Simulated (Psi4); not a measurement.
HBClFS, singlet, geometry from GFN2-xTB, atoms displaced at random by about 0.08 Å a coordinate; B3LYP/STO-3G, gradient run with Psi4.

The Psi4 input:
```
memory 2 GB

molecule mol {
0 1
B    -0.059158    0.259785   -0.032386
Cl   -1.560108   -0.048650   -0.501474
F     0.548772    1.657925    0.037187
S     1.289073   -1.016112    0.595052
H     2.186874    0.040010    0.627513
symmetry c1
no_reorient
no_com
}

set {
  basis sto-3g
  reference rks
}

gradient('b3lyp')
print_variables()
```

Output, abridged:

```
gradient() will perform analytic gradient computation.

   => Loading Basis Set <=

    Name: STO-3G
    Role: ORBITAL
    Keyword: BASIS

         ---------------------------------------------------------
                                   SCF
               by Justin Turney, Rob Parrish, Andy Simmonett
                          and Daniel G. A. Smith
                              RKS Reference
         ---------------------------------------------------------

  ==> Geometry <==

    Molecular point group: c1
    Full point group: C1

    Geometry (in Angstrom), charge = 0, multiplicity = 1:

       Center              X                  Y                   Z               Mass
    ------------   -----------------  -----------------  -----------------  -----------------
         B           -0.059158000000     0.259785000000    -0.032386000000    11.009305360000
         CL          -1.560108000000    -0.048650000000    -0.501474000000    34.968852682000
         F            0.548772000000     1.657925000000     0.037187000000    18.998403162730
         S            1.289073000000    -1.016112000000     0.595052000000    31.972071174400
         H            2.186874000000     0.040010000000     0.627513000000     1.007825032230

  Running in c1 symmetry.

  Rotational constants: A =      0.21283  B =      0.09561  C =      0.06602 [cm^-1]
  Rotational constants: A =   6380.36987  B =   2866.21221  C =   1979.34881 [MHz]
  Nuclear repulsion =  177.953025192992300

  Charge       = 0
  Multiplicity = 1
  Electrons    = 48
  Nalpha       = 24
  Nbeta        = 24

  ==> Algorithm <==

  SCF Algorithm Type is DF.
  DIIS enabled.
  MOM disabled.
  Fractional occupation disabled.
  Guess Type is SAD.
  Energy threshold   = 1.00e-08
  Density threshold  = 1.00e-08
  Integral threshold = 1.00e-12

  ==> Primary Basis <==

  Basis Set: STO-3G
    Blend: STO-3G
    Number of shells: 17
    Number of basis functions: 29
    Number of Cartesian functions: 29
    Spherical Harmonics?: true
    Max angular momentum: 1

  ==> DFT Potential <==

   => LibXC <=

    Version 7.1.2
    S. Lehtola, C. Steigemann, M. J. T. Oliveira, and M. A. L. Marques,  SoftwareX 7, 1–5 (2018) (10.1016/j.softx.2017.11.002)

   => Composite Functional: B3LYP <=

    B3LYP Hyb-GGA Exchange-Correlation Functional

    P. J. Stephens, F. J. Devlin, C. F. Chabalowski, and M. J. Frisch,  J. Phys. Chem. 98, 11623 (1994) (10.1021/j100096a001)

    Deriv               =              1
    GGA                 =           TRUE
    Meta                =          FALSE

    Exchange Hybrid     =           TRUE
    MP2 Hybrid          =          FALSE

   => Exchange Functionals <=

    0.0800   Slater exchange
    0.7200         Becke 88

   => Exact (HF) Exchange <=

    0.2000               HF

   => Correlation Functionals <=

    0.1900   Vosko, Wilk & Nusair (VWN5_RPA)
    0.8100   Lee, Yang & Parr

   => LibXC Density Thresholds  <==

    XC_HYB_GGA_XC_B3LYP:  1.00E-15

   => Molecular Quadrature <=

    Radial Scheme          =       TREUTLER
    Pruning Scheme         =           NONE
    Nuclear Scheme         =       TREUTLER

    Blocking Scheme        =         OCTREE
    BS radius alpha        =              1
    Pruning alpha          =              1
    Radial Points          =             75
    Spherical Points       =            302
    Total Points           =         103707
    Total Blocks           =            838
    Max Points             =            255
    Max Functions          =             26
    Weights Tolerance      =       1.00E-15

   => Loading Basis Set <=

    Name: (STO-3G AUX)
    Role: JKFIT
    Keyword: DF_BASIS_SCF

  ==> Integral Setup <==

  SCF_SUBTYPE=INCORE selected. In-core MEM_DF algorithm will be used.
  Using in-core AOs.

  ==> MemDFJK: Density-Fitted J/K Matrices <==

    J tasked:                   Yes
    K tasked:                   Yes
    wK tasked:                   No
    Algorithm:                 Core
    Schwarz Cutoff:           1E-12
    Mask sparsity (%):       8.5612
    Fitting Condition:        1E-10

   => Auxiliary Basis Set <=

  Basis Set: (STO-3G AUX)
    Blend: DEF2-UNIVERSAL-JKFIT
    Number of shells: 132
    Number of basis functions: 426
    Number of Cartesian functions: 512
    Spherical Harmonics?: true
    Max angular momentum: 4

  Minimum eigenvalue in the overlap matrix is 2.3980454147E-01.
  Reciprocal condition number of the overlap matrix is 1.2721155141E-01.
    Using symmetric orthogonalization.

  ==> Pre-Iterations <==

  SCF Guess: Superposition of Atomic Densities via on-the-fly atomic UHF (no occupation information).

   -------------------------
    Irrep   Nso     Nmo
   -------------------------
     A         29      29
   -------------------------
    Total      29      29
   -------------------------

  ==> Iterations <==

                           Total Energy        Delta E     RMS |[F,P]|

   @DF-RKS iter SAD:  -971.44636929281012   -9.71446e+02   0.00000e+00
   @DF-RKS iter   1:  -972.48634495993701   -1.03998e+00   1.09296e-02 DIIS/ADIIS
   @DF-RKS iter   2:  -972.29644295647904    1.89902e-01   2.27385e-02 DIIS/ADIIS
   @DF-RKS iter   3:  -972.56265882340278   -2.66216e-01   2.37604e-03 DIIS/ADIIS
   @DF-RKS iter   4:  -972.56622270103583   -3.56388e-03   7.83866e-04 DIIS/ADIIS
   @DF-RKS iter   5:  -972.56666083870516   -4.38138e-04   1.64996e-04 DIIS/ADIIS
   @DF-RKS iter   6:  -972.56668354258204   -2.27039e-05   1.33689e-05 DIIS
   @DF-RKS iter   7:  -972.56668370101693   -1.58435e-07   3.91276e-06 DIIS
   @DF-RKS iter   8:  -972.56668371130058   -1.02837e-08   7.09064e-07 DIIS
   @DF-RKS iter   9:  -972.56668371160697   -3.06386e-10   5.19154e-08 DIIS
   @DF-RKS iter  10:  -972.56668371160902   -2.04636e-12   7.19557e-10 DIIS
  Energy and wave function converged.

  ==> Post-Iterations <==

   Electrons on quadrature grid:
      Ntotal   =   47.9999982680 ; deviation = -1.732e-06

    Orbital Energies [Eh]
    ---------------------

    Doubly Occupied:

[...]
    Virtual:

[...]
    Final Occupation by Irrep:
              A
    DOCC [    24 ]
    NA   [    24 ]
    NB   [    24 ]

  @DF-RKS Final Energy:  -972.56668371160902

   => Energetics <=

    Nuclear Repulsion Energy =            177.9530251929922997
    One-Electron Energy =               -1702.8040407266216789
    Two-Electron Energy =                 607.7820899049193031
    DFT Exchange-Correlation Energy =     -55.4977580828989687
    Empirical Dispersion Energy =           0.0000000000000000
    VV10 Nonlocal Energy =                  0.0000000000000000
    Total Energy =                       -972.5666837116090164

Computation Completed

Properties will be evaluated at   0.000000,   0.000000,   0.000000 [a0]

Properties computed using the SCF density matrix

 Multipole Moments:

 ------------------------------------------------------------------------------------
     Multipole            Electronic (a.u.)      Nuclear  (a.u.)        Total (a.u.)
 ------------------------------------------------------------------------------------

 L = 1.  Multiply by 2.5417464519 to convert [e a0] to [Debye]
 Dipole X            :         -1.3886239            1.7638023            0.3751784
 Dipole Y            :          1.6536325           -1.5582341            0.0953983
 Dipole Z            :         -3.3132374            3.3940237            0.0807863
 Magnitude           :                                                    0.3954568

 ------------------------------------------------------------------------------------

         ------------------------------------------------------------
                                   SCF GRAD
                          Rob Parrish, Justin Turney,
                       Andy Simmonett, and Alex Sokolov
         ------------------------------------------------------------

  ==> Geometry <==

    Molecular point group: c1
    Full point group: C1

    Geometry (in Angstrom), charge = 0, multiplicity = 1:

       Center              X                  Y                   Z               Mass
    ------------   -----------------  -----------------  -----------------  -----------------
         B           -0.059158000000     0.259785000000    -0.032386000000    11.009305360000
         CL          -1.560108000000    -0.048650000000    -0.501474000000    34.968852682000
         F            0.548772000000     1.657925000000     0.037187000000    18.998403162730
         S            1.289073000000    -1.016112000000     0.595052000000    31.972071174400
         H            2.186874000000     0.040010000000     0.627513000000     1.007825032230

  Nuclear repulsion =  177.953025192992300

  ==> Basis Set <==

  Basis Set: STO-3G
    Blend: STO-3G
    Number of shells: 17
    Number of basis functions: 29
    Number of Cartesian functions: 29
    Spherical Harmonics?: true
    Max angular momentum: 1

  ==> DFJKGrad: Density-Fitted SCF Gradients <==

    Gradient:                    1
    J tasked:                  Yes
    K tasked:                  Yes
    wK tasked:                  No
    Integrals threads:           1
    Schwarz Cutoff:          1E-12
    Fitting Condition:       1E-10

   => Auxiliary Basis Set <=

  Basis Set: (STO-3G AUX)
    Blend: DEF2-UNIVERSAL-JKFIT
    Number of shells: 132
    Number of basis functions: 426
    Number of Cartesian functions: 512
    Spherical Harmonics?: true
    Max angular momentum: 4

  ==> DFT Potential <==

   => LibXC <=

    Version 7.1.2
    S. Lehtola, C. Steigemann, M. J. T. Oliveira, and M. A. L. Marques,  SoftwareX 7, 1–5 (2018) (10.1016/j.softx.2017.11.002)

   => Composite Functional: B3LYP <=

    B3LYP Hyb-GGA Exchange-Correlation Functional

    P. J. Stephens, F. J. Devlin, C. F. Chabalowski, and M. J. Frisch,  J. Phys. Chem. 98, 11623 (1994) (10.1021/j100096a001)

    Deriv               =              1
    GGA                 =           TRUE
    Meta                =          FALSE

    Exchange Hybrid     =           TRUE
    MP2 Hybrid          =          FALSE

   => Exchange Functionals <=

    0.0800   Slater exchange
    0.7200         Becke 88

   => Exact (HF) Exchange <=

    0.2000               HF

   => Correlation Functionals <=

    0.1900   Vosko, Wilk & Nusair (VWN5_RPA)
    0.8100   Lee, Yang & Parr

   => LibXC Density Thresholds  <==

    XC_HYB_GGA_XC_B3LYP:  1.00E-15

   => Molecular Quadrature <=

    Radial Scheme          =       TREUTLER
    Pruning Scheme         =           NONE
    Nuclear Scheme         =       TREUTLER

    Blocking Scheme        =         OCTREE
    BS radius alpha        =              1
    Pruning alpha          =              1
    Radial Points          =             75
    Spherical Points       =            302
    Total Points           =         103707
    Total Blocks           =            838
    Max Points             =            255
    Max Functions          =             26
    Weights Tolerance      =       1.00E-15

  -Total Gradient:
     Atom            X                  Y                   Z
    ------   -----------------  -----------------  -----------------
       1       -0.230696194899    -0.090680482245    -0.072724692017
       2        0.130805127124     0.025565789324     0.041101857983
       3        0.055074925771     0.103704374138     0.010249853420
       4        0.039454675756    -0.052422134633     0.024165721673
       5        0.005359002740     0.013782109746    -0.002842224102

  Variable Map:
  ----------------------------------------------------------------------------
[...]
  Array Variable Map:
  ----------------------------------------------------------------------------
[...]
[...]
```
